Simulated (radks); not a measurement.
Task: All-electron atom: the silver ion Ag+ in [Kr] 4d10. All-electron calculation, non-relativistic Kohn-Sham, r2SCAN, spin-polarised, spherical densities, point nucleus; meta-GGA in the generalised Kohn-Sham scheme; relativity is left out, which matters for an element this heavy. Program: a radial shooting solver on a logarithmic mesh with Libxc functionals. Some entries of the table are withheld. Estimate them.

orbital  occ.  eigenvalue (eV)  <1/r> (bohr^-1)  r(max) (bohr)
1s          2        -24583.35            46.47        0.02144
2s          2        -3565.214            10.59         0.1190
2p          6        -3314.998            10.57        0.09342
3s          2        -662.2789            3.776         0.3440
3p          6        -560.8963            3.685         0.3309
3d         10        -374.4111            3.525            (1)
4s          2         -98.3170              (2)         0.8507
4p          6         -66.3850            1.325         0.8902
4d         10              (3)              (4)          1.030

Result: 
(1) 3d r(max) (bohr): 0.2748
(2) 4s <1/r> (bohr^-1): 1.442
(3) 4d eigenvalue (eV): -16.0445
(4) 4d <1/r> (bohr^-1): 0.9909
